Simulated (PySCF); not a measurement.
# Polarisability and C₆ of Fe³⁺ (iron, charge +3)

[Ar] 3d5, high-spin 6S determinant. Calculation: PySCF 2.14, in x2c-TZVPPall with one added diffuse shell each of s, p, d, f type (7s6p5d3f1g, 80 functions); the spin-free X2C one-electron Hamiltonian (Gaussian nucleus). Coupled (time-dependent) response in atomic units; α is the mean over directions.

```json
{"method": "UHF", "mean α (bohr³)": "1.658", "C₆ (like pair)": "3.986", "S(−4)": "0.8026"}
{"method": "PBE", "mean α (bohr³)": "1.936", "C₆ (like pair)": "4.685", "S(−4)": "1.395"}
{"method": "PBE0", "mean α (bohr³)": "1.839", "C₆ (like pair)": "4.442", "S(−4)": "1.163"}
```

S(−4) is the Cauchy moment in α(ω) = α(0) + S(−4) ω² + …

α(iu) at PBE0:

| u (hartree) | α(iu) (bohr³) |
| --- | --- |
| 0 | 1.839 |
| 0.0500 | 1.836 |
| 0.100 | 1.827 |
| 0.200 | 1.794 |
| 0.300 | 1.744 |
| 0.500 | 1.614 |
| 0.750 | 1.439 |
| 1.00 | 1.277 |
| 1.50 | 1.014 |
| 2.00 | 0.8179 |
| 3.00 | 0.5539 |
| 5.00 | 0.2915 |

A single London oscillator, α(iu) = α/(1 + u²/ω²), gives C₆ = (3/4) ω α². Matching the computed C₆ needs ω = 4 × 4.442 / (3 × 1.839²) = 1.75 hartree.

For an ion, C₆ is the dispersion term alone; charge-induced terms of lower order in 1/R come first.
